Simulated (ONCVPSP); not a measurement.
## Transferability test, ONCV potential for carbon (C)

```json
{
  "Element": "carbon",
  "Generator": "ONCVPSP 4.0.1",
  "Type": "optimised norm-conserving Vanderbilt (ONCV)",
  "Functional": "LDA (Perdew-Wang 92)",
  "Relativity": "scalar-relativistic",
  "Frozen core": "none",
  "Valence charge": "6",
  "Reference configuration": "1s2 2s1 2p3",
  "Partial waves": "1s+2s: rc 0.45 bohr, ncon 4, nbas 7, qcut 26.7 1/bohr, 3 projectors, debl 1 Ha; 2p: rc 3.10 bohr, ncon 4, nbas 8, qcut 5.5 1/bohr, 3 projectors, debl 3.6 Ha",
  "Local potential": "polynomial inside 0.30 bohr (lpopt 4, dvloc0 3 Ha)",
  "Core correction": "none"
}
```

Energies are relative to the spin-unpolarised reference configuration 1s2 2s1 2p3; without spin polarisation the order of configurations can differ from experiment. Not all tests gave a result: 1 of 4 tests not solved or not reliable.

```json
{"valence configuration": "1s2 2s2 2p2", "charge": "0", "ΔE all-electron (eV)": "-8.241", "error AE − PS (meV)": "-41"}
{"valence configuration": "1s2 2s2 2p1", "charge": "+1", "ΔE all-electron (eV)": "2.744", "error AE − PS (meV)": "+288"}
{"valence configuration": "1s2 2s2 2p0", "charge": "+2", "ΔE all-electron (eV)": "27.002", "error AE − PS (meV)": "+1516"}
```
